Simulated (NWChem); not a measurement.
SF3, doublet; SMILES F[S](F)F

Program: NWChem. Pople sets run with spherical d functions. Spin-unrestricted. The geometry was optimised at PBE0/def2-SVP, spin-unrestricted. No stability test was run on the SCF state. COSMO at M05-2X/6-31G*, default radii, gas-phase geometry; f = (ε − 1)/ε scales the surface charges.

```csv
row,f,electrostatic solvation energy (kcal/mol)
ε = 2.0,0.5000,-1.66
ε = 3.9,0.7436,-2.54
ε = 4.8,0.7917,withheld
ε = 46.7,0.9786,-3.43
ε = 78.4,0.9872,-3.46
```

Fit a straight line of the last column on the one before it, predict the withheld value, and compare with the run.


1. Means of the 4 shown rows: x = 0.80235, y = -2.772. Slope Σ(x − x̄)(y − ȳ)/Σ(x − x̄)² = -0.5930/0.1601 = -3.704; intercept 0.199.
2. The shown rows scatter about the line by 0.009 (root mean square); the largest residual is +0.02, at ε = 3.9.
3. At x = 0.7917 (ε = 4.8; inside the shown range) the line gives -2.73.
4. The run gives -2.72, +0.01 from the line.
